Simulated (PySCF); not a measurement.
BeFHS. Atoms are numbered in the order given.

```xyz
4

Be     0.0179    -0.6693     0.0000
F     -0.0076    -2.0469     0.0000
S      0.0789     1.2370     0.0000
H     -1.2657     1.3073     0.0000
```

Geometry: r2SCAN-D4/def2-TZVP. Other conformers were not sampled.

All values below come from r2SCAN-D4/def2-TZVP run with PySCF.

Frequencies are harmonic and unscaled.

```tsv
mode	ν (cm⁻¹)	IR (km/mol)	moving atoms (share of kinetic energy)
1	245	66.9	Be 69 %, H 15 %, F 14 %
2	291	63.4	Be 83 %, F 13 %
3	479	2.6	F 48 %, S 40 %
4	649	8.2	H 78 %, Be 13 %
5	1360	339.2	Be 78 %, F 20 %
6	2677	2.1	H 97 %
```
